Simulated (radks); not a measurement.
Spin polarisation of the 4p4 shell in the rubidium ion Rb3+. Start: [Ar] 3d10 4s2 4p(up 2, down 2); electrons of 4p are moved from spin down to spin up, other shells keep equal spins. Calculated with a radial shooting solver on a logarithmic mesh with Libxc functionals: scalar-relativistic Kohn-Sham, r2SCAN, spin-polarised, spherical densities, finite nucleus; meta-GGA in the generalised Kohn-Sham scheme; Fermi nuclear charge, rms radius of each element as measured or else 0.836 A^(1/3) + 0.57 fm.

\begin{tabular}{lrrrrr}
moment (Bohr magnetons) & E - E(0) (eV) & e(4p up) (eV) & e(4p down) (eV) & 4s down minus up (eV) & 3d down minus up (eV) \\ \hline
0 & 0.000 & -47.188 & -47.188 & 0.000 & 0.000 \\
0.5 & -0.088 & -47.527 & -46.820 & 0.736 & 0.106 \\
1 & -0.354 & -47.841 & -46.420 & 1.480 & 0.211 \\
1.5 & -0.800 & -48.135 & -45.983 & 2.238 & 0.317 \\
2 & -1.431 & -48.413 & -45.506 & 3.015 & 0.422 \\
\end{tabular}

At moment 2 the spin-polarisation energy is -1.431 eV and the 4p exchange splitting 2.906 eV, that is 1.453 eV per Bohr magneton; E = -I m^2/4 would give I = 1.431 eV.
